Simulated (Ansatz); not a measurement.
Single points on the cluster Rb₃Cl₄.

```yaml
crystal:
  periodic: [false, false, false]
  atoms:
    - {symbol: Rb, position_ang: [0.225263, 1.925124, 0.303206]}
    - {symbol: Rb, position_ang: [1.554103, -1.842188, 2.176288]}
    - {symbol: Rb, position_ang: [-1.819297, -0.691148, -2.597052]}
    - {symbol: Cl, position_ang: [-1.208036, -1.380500, 0.522223]}
    - {symbol: Cl, position_ang: [1.880189, 1.043447, 2.745248]}
    - {symbol: Cl, position_ang: [0.960466, -1.282199, -0.986628]}
    - {symbol: Cl, position_ang: [-1.592688, 2.227474, -2.163286]}
basis:
  gaussian: {orbitals: STO-3G}
magnetization: {spin_polarized: true, initial_magnetization: 1}
hamiltonian: {xc: hf}
scf: {omitted_lower_state_checks: [starts]}
output: {orbitals: {seedname: orbitals}}
```

The file start.molden holds the orbitals of an earlier run on this structure, at another level or in another basis.

```sh
$ ansatz run in.yaml --threads 4 --pin off --events-out ev --progress --plain --max-ram 4787MiB
```

Shortened log:

```
Functional definition: HF
1023 factors; integrals over basis functions are off by at most 6.7e-5 eV
mean field evaluation 1: about -286854.8605 eV, gradient 1.1e1 eV
mean field evaluation 2: about -286854.9355 eV, gradient 1.0e1 eV
mean field evaluation 4: about -286856.0062 eV, gradient 2.9e-1 eV
mean field evaluation 8: about -286856.0079 eV, gradient 1.7e-5 eV
mean field -286856.00786498 eV, -10541.7638510524 hartree, gradient 1.3e-5 eV, S^2 0.751242; 0 other end points of the search recorded, 0 dependent functions left out
reference -286856.00786498 eV, -10541.7638510524 hartree; 90, 89 occupied and 12, 13 virtual orbitals, 1023 factors
Total energy: -286856.00786498 eV, -10541.7638510524 hartree
Checks for a lower state left out: starts
```

Run time 2.7 s (4 threads of Intel Xeon Platinum 8488C on a shared host), peak host memory 0.61 GiB.

As the first input, with `gaussian: {orbitals: def2-TZVP, initial_orbitals: start.molden}`, `hamiltonian: {xc: r2scan, dispersion: d4}` (abridged; 15 s):

```
Functional definition: r2SCAN
mean field -52066.09271598 eV, -1913.3936156472 hartree, gradient 7.3e-6 eV, S^2 0.754533
Total energy: -52066.15354109 eV, -1913.3958509286 hartree
Checks for a lower state left out: starts
```

As the first input, with `gaussian: {orbitals: def2-TZVP, initial_orbitals: start.molden}`, `hamiltonian: {xc: hse06, dispersion: d4}` (abridged; 11 s):

```
Functional definition: HSE06
the host lacks memory for fits, so the integrals are decomposed
mean field -52050.29199536 eV, -1912.8129498745 hartree, gradient 2.3e-5 eV, S^2 0.754573
Total energy: -52050.52968115 eV, -1912.8216846663 hartree
Checks for a lower state left out: starts
```

Geometry: PBE0-D4/def2-SVP.

In the def2 sets Rb takes a core potential, while STO-3G treats all electrons; there is no spin–orbit coupling. HSE06 is defined as in plane-wave codes, on full-range PBE exchange. In the doublet, Cl4 and Cl6 lie 2.64 Å apart (atoms count from 1), so these atoms are partly bonded to each other. Another isomer (doublet) lies 0.03 eV lower at PBE0-D4/def2-TZVP; other spin states weren't run for this one.
